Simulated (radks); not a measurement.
The numbers below are computed, except where a source is named.
Effect of the nuclear size on neutral holmium, [Xe] 4f11 6s2. Level of theory: Dirac Kohn-Sham, exchange-only LDA, spin-unpolarised, spherical densities, finite nucleus; open shells fill j = l - 1/2 first; Fermi nuclear charge, rms radius 5.2022 fm (a radial shooting solver on a logarithmic mesh with Libxc functionals). The rms radius is varied about that value; shifts are against it.

| rms radius (fm) | total energy shift (eV) | density at nucleus (e/bohr^3) | 1s1/2 shift (meV) | 2s1/2 shift (meV) | 5s1/2 shift (meV) | 5p1/2 shift (meV) | 6s1/2 shift (meV) | 4f7/2 shift (meV) | 6p1/2 (empty) shift (meV) |
|---|---|---|---|---|---|---|---|---|---|
| 4.4011 | -8.16 | 8.406e+05 | -3350 | -443 | -3.37 | 0.358 | -0.124 | 0.598 | 0.103 |
| 4.8485 | -3.73 | 8.181e+05 | -1530 | -202 | -1.54 | 0.163 | -0.056 | 0.273 | 0.047 |
| 5.2022 | 0 | 8.021e+05 | 0.000 | 0.000 | 0.000 | 0.000 | 0.000 | 0.000 | 0.000 |
| 5.6912 | 5.46 | 7.821e+05 | 2240 | 296 | 2.25 | -0.239 | 0.083 | -0.400 | -0.069 |
| 5.9097 | 8.01 | 7.739e+05 | 3290 | 435 | 3.31 | -0.351 | 0.121 | -0.587 | -0.101 |

Slopes of the eigenvalues against <r^2> in GHz/fm^2, as finite differences over the two radii next to the reference (eigenvalue slopes, not the field-shift constants of lines): 1s1/2 103000, 2s1/2 13600, 5s1/2 103, 5p1/2 -11.0, 6s1/2 3.79, 4f7/2 -18.3, 6p1/2 (empty) -3.15.
